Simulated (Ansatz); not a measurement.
**One elementary step**

Start structure (CH5FZn, closed shell), relaxed at PBE0-D4/def2-TZVP:

Zn1  (0.005, 0.201, 0.604)
H2  (0.597, -0.406, 1.916)
C3  (-0.750, 1.003, -0.984)
H4  (1.269, -1.775, 1.439)
F5  (1.577, -2.506, 0.938)
H6  (-1.382, 1.857, -0.732)
H7  (0.041, 1.350, -1.653)
H8  (-1.358, 0.276, -1.528)
(Å)

The step: CH₄Zn ([CH3][ZnH]) + HF → CH₃FZn ([CH3][Zn][F]) + H₂; bonds formed: Zn1–F5, H2–H4; bonds broken: Zn1–H2, H4–F5. Computed with Ansatz 0.2.0 (basis: def2-TZVPP and def2-QZVPP); correlated methods freeze the cores. The 3s and 3p shells of Cu and Zn are frozen; filled d shells are correlated. Extrapolation: Hartree–Fock as exp(−7.88 √X), correlation as X^−2.97. Energies below are by CCSD(T) at an estimated basis limit (MP2 extrapolated from triple and quadruple zeta, plus CCSD(T) − MP2 in triple zeta).

Q: What are the electronic barrier and the energy of the step, from the start structure to the end structure? (An estimate is asked for; the value comes from the calculation.)

A: By the calculation: Barrier 0.555 eV; step energy -0.613 eV (downhill); reverse barrier, their difference, 1.168 eV. Barrier and step energy count from the start structure, the reverse barrier from the end structure.

The saddle point: One imaginary mode of 917i cm⁻¹.
| pair | start (Å) | saddle (Å) | end (Å) |
| --- | --- | --- | --- |
| Zn1–F5 | 3.15 | 2.03 | 1.76 |
| H2–H4 | 1.60 | 0.99 | 0.75 |
| Zn1–H2 | 1.56 | 1.78 | 3.13 |
| H4–F5 | 0.94 | 1.21 | 2.60 |

Zero-point energy (harmonic, PBE0-D4): ZPE is 1.451 eV at the start and 1.365 eV at the saddle, so the barrier goes from 0.555 to 0.469 eV.

T1 diagnostic: at most 0.016.

Labels in which every atom is bracketed show which atoms are joined, not bond orders.

For scale, one of the runs: CCSD(T)/def2-TZVPP, 196 basis functions, launched by `ansatz run in.yaml --threads 4 --pin off --events-out ev --progress --plain --max-ram 9574MiB`. Time: 39 s of wall clock on 4 CPU threads of an Intel Xeon Platinum 8259CL; the host was shared. Peak host memory: 2.3 GiB.
